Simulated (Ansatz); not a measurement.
One geometry of B2P2, several levels of theory.

```yaml
crystal:
  periodic: [false, false, false]
  atoms:
    - {symbol: B, position_ang: [0.078296, -0.819741, 0.247669]}
    - {symbol: B, position_ang: [-0.077023, 0.820283, -0.246272]}
    - {symbol: P, position_ang: [-1.103125, 0.251929, 1.183347]}
    - {symbol: P, position_ang: [1.101862, -0.252472, -1.184754]}
basis:
  gaussian: {orbitals: def2-TZVP}
magnetization: {spin_polarized: true, initial_magnetization: 2}
hamiltonian: {xc: pbe0, dispersion: d4}
scf: {omitted_lower_state_checks: [starts]}
output: {orbitals: {seedname: orbitals}}
```

The file start.molden holds the orbitals of an earlier run on this structure, at another level or in another basis.

```sh
$ ansatz run in.yaml --threads 4 --pin off --events-out ev --progress --plain --max-ram 3916MiB
```

Shortened log:

```
Functional definition: PBE0
902 factors; their error is unknown
mean field evaluation 1: about -19915.0813 eV, gradient 2.7e1 eV
mean field evaluation 2: about -19910.8480 eV, gradient 3.6e1 eV
mean field evaluation 4: about -19919.3610 eV, gradient 1.4e0 eV
mean field evaluation 8: about -19919.3940 eV, gradient 4.9e-2 eV
mean field evaluation 16: about -19919.3940 eV, gradient 3.8e-5 eV
mean field -19919.39402005 eV, -732.0242283866 hartree, gradient 3.8e-5 eV, S^2 2.038331; 0 other end points of the search recorded, 0 dependent functions left out
reference -19919.39404535 eV, -732.0242293163 hartree; 21, 19 occupied and 115, 117 virtual orbitals, 902 factors
Total energy: -19919.51326221 eV, -732.0286104551 hartree
Checks for a lower state left out: starts
```

Hardware: 4 threads of Arm Neoverse V2 on a shared host. Wall time 1.7 s.

First input, but with `gaussian: {orbitals: def2-TZVP, initial_orbitals: start.molden}`, `hamiltonian: {xc: pbe, dispersion: d4}` (abridged; 1.4 s):

```
Functional definition: PBE
mean field -19917.77568598 eV, -731.9647557067 hartree, gradient 4.1e-6 eV, S^2 2.017216
Total energy: -19917.91797743 eV, -731.9699848208 hartree
Checks for a lower state left out: starts
```

As the first input, with `gaussian: {orbitals: def2-TZVP, initial_orbitals: start.molden}`, `hamiltonian: {xc: r2scan, dispersion: d4}` (abridged; 3.4 s):

```
Functional definition: r2SCAN
mean field -19926.20345473 eV, -732.2744704957 hartree, gradient 2.3e-5 eV, S^2 2.047135
Total energy: -19926.23190541 eV, -732.2755160388 hartree
Checks for a lower state left out: starts
```

Geometry: PBE-D4/def2-TZVP, that of the charge +1 doublet.

The structure comes from a short search, and lower isomers may exist.
